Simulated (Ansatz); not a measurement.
A run for Ansatz (a first-principles code): R-CCSD(T)/def2-TZVPP on BiH3 (SMILES [BiH3]). Elements past Kr take the def2 small-core potentials; no spin–orbit coupling.

Ansatz 0.2 input:
```yaml
crystal:
  periodic: [false, false, false]
  atoms:
    - {symbol: Bi, position_ang: [0.00002191, 0.00000000, 0.77070157]}
    - {symbol: H, position_ang: [1.47363130, -0.00000000, -0.25692329]}
    - {symbol: H, position_ang: [-0.73677661, 1.27617458, -0.25693914]}
    - {symbol: H, position_ang: [-0.73677661, -1.27617458, -0.25693914]}
basis:
  gaussian:
    orbitals: def2-TZVPP
magnetization: {spin_polarized: false}
correlation: {method: ccsd_t, electrons: outside_noble_gas}
scf: {lower_state_search: off}
```

It printed:

```
WARN ansatz: RAYON_NUM_THREADS=1 ignored (pool sized by the plan → 1); use --threads N
Functional definition: HF
these checks for a lower state are left out or cut short: stability, starts, cluster_reference, orbital_swaps, neighbouring_geometries, increment
integrals: 0.08 GiB planned
688 factors; integrals over basis functions are off by at most 7.1e-4 eV
mean field: 0.14 GiB planned
mean field evaluation 1: about -5857.2303 eV, gradient 7.8e0 eV
mean field evaluation 2: about -5857.2322 eV, gradient 7.8e0 eV
mean field evaluation 4: about -5857.6197 eV, gradient 1.1e0 eV
mean field evaluation 8: about -5857.6236 eV, gradient 3.8e-4 eV
mean field -5857.62363762 eV, -215.2636982424 hartree, gradient 2.4e-6 eV, S^2 0.000000; 0 other end points of the search recorded, 0 dependent functions left out
9 core orbitals not correlated
reference -5857.62363762 eV, -215.2636982424 hartree; 4, 4 occupied and 79, 79 virtual orbitals, 688 factors
second order -3.63532470 eV of doubles, -0.00000000 eV of singles
coupled cluster: 0.21 GiB planned
cycle   1  -4.14093974 eV  change   -5.1e-1 eV  update   6.2e-2
cycle   2  -4.36244175 eV  change   -2.2e-1 eV  update   2.4e-2
cycle   3  -4.37489146 eV  change   -1.2e-2 eV  update   6.9e-3
cycle   4  -4.37410075 eV  change    7.9e-4 eV  update   2.3e-3
cycle   5  -4.37367023 eV  change    4.3e-4 eV  update   6.1e-4
cycle   6  -4.37356351 eV  change    1.1e-4 eV  update   1.6e-4
cycle   7  -4.37362287 eV  change   -5.9e-5 eV  update   5.2e-5
cycle   8  -4.37362125 eV  change    1.6e-6 eV  update   1.3e-5
cycle   9  -4.37361761 eV  change    3.6e-6 eV  update   2.7e-6
perturbative correction -0.12427947 eV, -0.0045671861 hartree
Total energy: -5862.12153469 eV, -215.4289929110 hartree
Checks for a lower state left out: stability, starts, cluster_reference, orbital_swaps, neighbouring_geometries, increment
```

The run converged.

Cost: around 2.0 core-seconds (rough).
